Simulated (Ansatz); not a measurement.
System: C$_{3}$H$_{11}$NSi, charge 0, multiplicity 1. SMILES: CC[SiH2]NC
Structure (B3LYP-D3(BJ)/def2-TZVP (Ansatz, a program for electronic structure) minimum search):
```
Si
N 1 1.7240
H 2 1.0077 1 117.60
C 2 1.4550 3 113.39 1 155.59
H 4 1.0917 2 109.69 3 169.66
H 4 1.0926 5 106.96 2 120.32
H 4 1.0973 5 107.39 6 115.82
H 1 1.4846 2 105.65 3 -24.72
H 1 1.4932 8 108.25 2 -122.13
C 1 1.8770 8 111.28 9 -117.66
H 10 1.0953 1 108.57 8 176.24
H 10 1.0954 11 105.33 1 114.84
C 10 1.5327 11 110.26 12 119.36
H 13 1.0912 10 111.08 11 63.75
H 13 1.0922 14 107.92 10 122.76
H 13 1.0923 14 107.16 15 115.62
```
Charge 0, spin multiplicity 1.

Atomisation energy built up term by term with Ansatz (kcal/mol; UHF references for open shells; valence terms freeze the core; atomic spin-orbit terms are left out). CBS marks a two-point X^-3 extrapolation of the correlation energy; Hartree-Fock from the larger set.

```csv
term,basis,kcal/mol
Hartree-Fock,cc-pV(Q+d)Z,(withheld)
CCSD correlation,"CBS(cc-pV(T+d)Z,cc-pV(Q+d)Z)",335.94
(T),"CBS(cc-pV(T+d)Z,cc-pV(Q+d)Z)",(withheld)
core correlation,cc-pwCVTZ,4.14
scalar relativity (X2C),cc-pVTZ-DK against cc-pVTZ,-1.58
sum: De,,(withheld)
```

Question: Complete the blanks.

Answer: 
- Hartree-Fock, kcal/mol: 1046.46
- (T), kcal/mol: 17.18
- sum: De, kcal/mol: 1402.1
